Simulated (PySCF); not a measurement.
PySCF input for KCl, SMILES [Cl][K], PBE0-D3(BJ)/def2-TZVPD. Coordinates come from a PBE0-D3(BJ)/def2-TZVPD optimisation.

```python
import numpy as np
from pyscf import gto, scf, dft, df
from pyscf.hessian import thermo

mol = gto.M(
    atom='''
    K     0.00000000    0.00000000   -1.27229451
    Cl    0.00000000    0.00000000    1.42197622
    ''',
    basis='def2-TZVPD',
    charge=0,
    spin=0,
    max_memory=1600,
    verbose=3,
)
mf = dft.RKS(mol, xc='pbe0').density_fit(auxbasis='def2-universal-jkfit')
mf.disp = 'd3bj'
mf.grids.level = 3
mf.conv_tol = 1e-11
mf.max_cycle = 100
mf.kernel()

# analytic Hessian; the response equations are solved on a coarser grid
h, args, fine = mf.Hessian(), (mf.mo_energy, mf.mo_coeff, mf.mo_occ), mf.grids
h.max_memory = max(150, 2.5e-5 * df.make_auxmol(mol, mf.with_df.auxbasis).nao * mol.nelec[0] * (mol.nelec[0] + mol.nao))  # MB; small integral blocks
h1ao = h.make_h1(mf.mo_coeff, mf.mo_occ)
mf.grids = dft.Grids(mol).set(level=1).build(with_non0tab=True)
mo1, mo_e1 = h.solve_mo1(*args, h1ao)
mf.grids = fine
hess = h.hess_elec(*args, mo1, mo_e1, h1ao) + h.hess_nuc()
if mf.do_disp():
    hess += h.get_dispersion()
for i in range(mol.natm):  # the analytic DFT Hessian lacks the response of the grid: restore translational invariance
    hess[i, i] -= hess[i].sum(axis=0)
hess = (hess + hess.transpose(1, 0, 3, 2)) / 2
vib = thermo.harmonic_analysis(mol, hess, imaginary_freq=False)
thermo.dump_normal_mode(mol, vib)
th = thermo.thermo(mf, vib['freq_au'][vib['freq_au'] > 0], 298.15, 101325)
thermo.dump_thermo(mol, th)
g0 = mf.nuc_grad_method().set(verbose=0).kernel()

# dipole derivatives [dipole axis, atom, xyz] from the same response
r, irp = mol.intor('int1e_r'), mol.intor('int1e_irp').reshape(3, 3, mol.nao, mol.nao)
sl, dm0, ok = mol.aoslice_by_atom(), np.array(mf.make_rdm1()), []
dmu = np.einsum('a,xt->xat', mol.atom_charges(), np.eye(3))
for a, (_, _, p0, p1) in enumerate(sl):
    dmu[:, a] += 2 * np.einsum('xtij,ij->xt', irp[:, :, :, p0:p1], dm0.reshape(-1, mol.nao, mol.nao).sum(0)[:, p0:p1])
    for u, c, occ, f in [(mo1, mf.mo_coeff, mf.mo_occ, 4)]:
        dmu[:, a] -= f * np.einsum('tui,xuv,vi->xt', u[a], r, c[:, occ > 0], optimize=True)
L = vib['norm_mode']
ir = 974.8801 * (np.einsum('xat,kat->kx', dmu, L) ** 2).sum(1)       # km/mol
apt = np.einsum('xax->a', dmu) / 3

# polarisability derivatives from nuclear gradients in small electric fields
h0, F = mf.get_hcore(), 0.005
def in_field(f, guess):
    m = mf.copy()
    m.verbose, m.conv_tol, m.conv_tol_grad = 0, 1e-11, 2e-7
    m.get_hcore = lambda *a: h0 + np.einsum('x,xij->ij', f, r)
    m.kernel(guess)
    ok.append(m.converged)
    dm = np.array(m.make_rdm1())
    g = m.nuc_grad_method().kernel() - np.outer(mol.atom_charges(), f)
    for a, (_, _, p0, p1) in enumerate(sl):
        g[a] -= 2 * np.einsum('x,xtij,ij->t', f, irp[:, :, :, p0:p1], dm[:, p0:p1])
    return g, -np.einsum('xij,ij->x', r, dm), dm
E = np.eye(3) * F
g0, _, dm0 = in_field(np.zeros(3), dm0)
gp = [in_field(e, dm0) for e in E]
gm = [in_field(-e, 2 * dm0 - p[2]) for e, p in zip(E, gp)]
alpha = np.array([(p[1] - q[1]) / (2 * F) for p, q in zip(gp, gm)])  # bohr^3
check = abs(np.array([-(p[0] - q[0]) / (2 * F) for p, q in zip(gp, gm)]) - dmu).max()
print('static polarisability / bohr^3:', alpha.round(3))
print('largest difference of analytic and finite-field dipole derivatives / e:', check)
da = np.zeros((3, 3, mol.natm, 3))
for x in range(3):
    da[x, x] = -(gp[x][0] + gm[x][0] - 2 * g0) / F**2
for x, y in ((0, 1), (0, 2), (1, 2)):
    up, down = in_field(E[x] + E[y], gp[x][2] + gp[y][2] - dm0), in_field(-E[x] - E[y], gm[x][2] + gm[y][2] - dm0)
    both = -(up[0] + down[0] - 2 * g0) / F**2
    da[x, y] = da[y, x] = (both - da[x, x] - da[y, y]) / 2
aq = np.einsum('xyat,kat->kxy', da, L) * 0.529177210903**2           # A^2/amu^1/2
a = np.einsum('kxx->k', aq) / 3
g2 = 1.5 * (aq**2).sum((1, 2)) - 4.5 * a**2
raman, depol = 45 * a**2 + 7 * g2, 3 * g2 / (45 * a**2 + 4 * g2 + 1e-12)
print('mode   freq/cm-1   IR/(km/mol)   Raman/(A^4/amu)   depolarisation')
for k, w in enumerate(vib['freq_wavenumber']):
    print(f'{k + 1:4d} {w:11.2f} {ir[k]:13.3f} {raman[k]:17.3f} {depol[k]:16.3f}')
print('max |gradient| / (hartree/bohr):', abs(g0).max())
print('APT charges:', apt.round(4))
```

Program output:

```
converged SCF energy = -1059.89381383798

WARN: DFTD3 does not support analytical Hessian, using finite difference


WARN: Mole.unit (angstrom) is changed to Bohr

Mode                                 0
Irrep
Freq [cm^-1]                      270.3816
Reduced mass [au]                  37.0960
Force const [Dyne/A]                1.5978
Char temp [K]                     389.0190
Normal mode                   x     y     z
       0   K                 0.00  0.00  0.11
       1  Cl                 0.00  0.00 -0.12
temperature 298.1500 [K]
pressure 101325.00 [Pa]
Rotational constants [GHz] inf 3.74454 3.74454
Symmetry number 1
Zero-point energy (ZPE) 0.00062 [Eh]   1617.241 [J/mol]
                           tot       elec      trans        rot        vib
Entropy [J/mol/K]       239.143      0.000    162.517     69.958      6.668
Cv [J/mol/K]             28.015      0.000     12.472      8.314      7.229
Cp [J/mol/K]             36.330      0.000     20.786      8.314      7.229
Internal energy [J/mol]                      3718.434   2478.956   2821.055
Internal energy [Eh]   -1059.89038  -1059.89381
Enthalpy [J/mol]                             6197.391   2478.956   2821.055
Enthalpy [Eh]          -1059.88943
Gibbs free energy [J/mol]                  -42257.010 -18379.006    832.896
Gibbs free energy [Eh] -1059.91659
static polarisability / bohr^3: [[32.902  0.    -0.   ]
 [ 0.    32.902 -0.   ]
 [ 0.    -0.    44.41 ]]
largest difference of analytic and finite-field dipole derivatives / e: 0.002189218454344166
mode   freq/cm-1   IR/(km/mol)   Raman/(A^4/amu)   depolarisation
   1      270.38        54.485             3.843            0.015
max |gradient| / (hartree/bohr): 5.06791186293332e-05
APT charges: [ 0.8726 -0.8726]
```

The run converged.

Cost: about 40 core-seconds (a rough figure).
